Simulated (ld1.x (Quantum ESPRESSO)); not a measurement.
# Which change was made? (Ge, PAW)

ld1.x (Quantum ESPRESSO) 7.5 input, shortened:

```
&input
   title='Ge', zed=32., rel=2, dft='PBE', iswitch=3,
   config='[Ar] 3d10 4s2 4p0.5', rel_dist='average'
 /
 &inputp
   pseudotype=3, lpaw=.true., tm=.true., lloc=-1, rcloc=1.05,
   nlcc=.false.,
   which_augfun='BESSEL', rmatch_augfun=0.65
 /
6
3S  1  0   2.00   0.00  0.85  1.00  0.0
4S  2  0   2.00   0.00  0.85  1.00  0.0
3P  2  1   6.00   0.00  0.90  1.05  0.0
4P  3  1   0.50   0.00  0.90  1.05  0.0
3D  3  2  10.00   0.00  0.70  0.90  0.0
3D  3  2   0.00  -1.60  0.70  0.90  0.0
 &test
   configts(1)='3s2 3p6 3d10 4s2 4p0.5'
 /
```

Open shells are filled in proportion to 2j + 1 (rel_dist='average').

Cutoffs, loose and tight: the cutoffs (Ry, on a coarse ladder) from which the occupation-weighted sum of valence levels, in a spherical-Bessel basis at the reference potential, stays within 10 and 1 mRy of its value at 400 Ry. They do not see the model core or the augmentation charge, which bear on the density cutoff. Test errors are all-electron minus pseudo excitation energies from the reference, over the configurations 3s2 3p6 3d10 4s2 4p2; 3s2 3p6 3d10 4s2 4p1; 3s2 3p6 3d10 4s2 4p0; 3s2 3p6 3d10 4s0 4p4; 3s2 3p6 3d10 4s2 4p1.5; 3s2 3p6 3d9 4s2 4p2; 3s2 3p6 3d10 4s1 4p2; variants that change the core or the reference have their own tests.

The base gives: outcome: generated; bound ghosts: not determined; largest test error (meV): +1.8.

Q: After one change the result is: outcome: generated, misses its reference levels by 2.27 eV; bound ghosts: not determined; largest test error (meV): -2892. Which change was it?
A. type TM; waves now 3p (bound): rc 1.05 bohr; 3d (bound): rc 0.90 bohr; 3s (bound): rc 1.00 bohr; local potential the s channel; core correction none
B. reference 3s2 3p6 3d10 4s2 4p2
C. local potential all-electron potential smoothed inside 0.80 bohr (lloc = -1)
D. local potential all-electron potential smoothed inside 0.56 bohr (lloc = -1)

A: A. The others give: reference 3s2 3p6 3d10 4s2 4p2 → outcome: generated; bound ghosts: not determined; largest test error (meV): -28 | local potential all-electron potential smoothed inside 0.80 bohr (lloc = -1) → outcome: generated; bound ghosts: not determined; largest test error (meV): +28 | local potential all-electron potential smoothed inside 0.56 bohr (lloc = -1) → outcome: generated; bound ghosts: not determined; largest test error (meV): +16.
